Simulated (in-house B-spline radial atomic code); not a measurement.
**RPA and G0W0 on r2SCAN0: Cr**

Configuration [Ar] 3d5 4s1, highest spin, mean-field start r2SCAN0. Computed with a B-spline radial code for spherical atoms: all electrons, non-relativistic, point nucleus, each spin shell either full or empty, empty states to l = 9 with an (l + 1/2)⁻⁴ tail; G0W0 by contour deformation at full frequency.

Command:
```bash
python run_gw.py task.json out
```
Settings (radii: box in bohr, nucleus in fm):
```
Z                        24
electrons                24
configuration            [Ar] 3d5 4s1
hamiltonian              nr
method                   r2scan0
lmax                     9
spin_polarised           True
box_radius               40
intervals                54
ion_configuration        [Ar] 3d5
```

Run time, properties included: 4 s on 1 thread of Arm Neoverse V2, on a shared host.

Energies (hartree):

```json
{"term": "mean-field total", "value": "-1044.41685"}
{"term": "Hartree-Fock functional on these orbitals", "value": "-1043.34580"}
{"term": "direct second order", "value": "-1.8296"}
{"term": "second-order exchange", "value": "0.61614"}
{"term": "SOSEX correction", "value": "0.5459"}
```

Q: What is the RPA correlation energy, and what remains with SOSEX?

A: RPA gives -1.5356 hartree (-1.74 eV per electron); RPA + SOSEX gives -0.98972, and the second-order doubles -1.2135 hartree (no singles). RPA lacks exchange-type terms and so overcorrelates at short range.

Quasi-particle levels (eV):

```tsv
level	occupied	mean field	Σx - vxc	Σc	QP weight	G0W0
4s up	yes	-5.066	-1.24	?	?	?
4s down	no	-0.646	1.38	-1.13	0.929	-0.394
```

G0W0 = mean field + (Σx - vxc) + Σc, with Σc (partial-wave tail included) taken at the quasi-particle energy. Only the outer levels were computed. Levels of low weight are left out.

Q: Where does G0W0 put 4s up?

A: At -7.201 eV, with Σc = -0.90 eV and a quasi-particle weight of 0.905. The tabulated removal energy is 6.767 eV (NIST, measured); the calculation leaves out relativity, Breit and QED terms, and what these don't explain is the method's own error.

Q: What does it cost to remove one electron (to [Ar] 3d5) by differences of total energies, each species on its own start (correlation terms add to the Hartree-Fock functional)?

A: r2SCAN0 6.940 eV, Hartree-Fock functional 5.770 eV, + RPA 7.134 eV, + RPA + SOSEX 6.392 eV, + second order 7.117 eV. Tabulated: 6.767 eV (NIST, measured); the calculation leaves out relativity, Breit and QED terms, and what these don't explain is the method's own error.
